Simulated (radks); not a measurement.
Values are calculated unless marked as measured or tabulated.
Orbital eigenvalues (eV) of the silver ion Ag3+, [Kr] 4d8, at several levels of relativity; Dirac values are averaged over j with weights 2j + 1. Spin-unpolarised spherical Kohn-Sham, BLYP, point nucleus unless stated (finite: rms radius 4.5454 fm), a radial shooting solver on a logarithmic mesh with Libxc functionals. A level marked "c x" has the speed of light scaled by that factor and shares open shells by 2j + 1; other Dirac levels either fill j = l - 1/2 first or share by 2j + 1.

| shell | non-rel. | scalar-rel., finite nucleus | Dirac, low j first | Dirac, 2j+1 shares, finite nucleus | change of magnitude, last against first (%) |
|---|---|---|---|---|---|
| 1s | -24572 | -25373 | -25359 | -25358 | +3.20 |
| 2s | -3577.3 | -3769.7 | -3766.6 | -3766.5 | +5.29 |
| 2p | -3331.9 | -3385.9 | -3386.4 | -3386.5 | +1.64 |
| 3s | -684.71 | -723.00 | -722.38 | -722.45 | +5.51 |
| 3p | -585.85 | -596.94 | -597.05 | -597.15 | +1.93 |
| 3d | -403.02 | -398.04 | -397.59 | -397.68 | -1.32 |
| 4s | -126.14 | -133.56 | -133.43 | -133.49 | +5.83 |
| 4p | -94.752 | -96.675 | -96.692 | -96.749 | +2.11 |
| 4d | -44.137 | -43.615 | -43.562 | -43.605 | -1.21 |
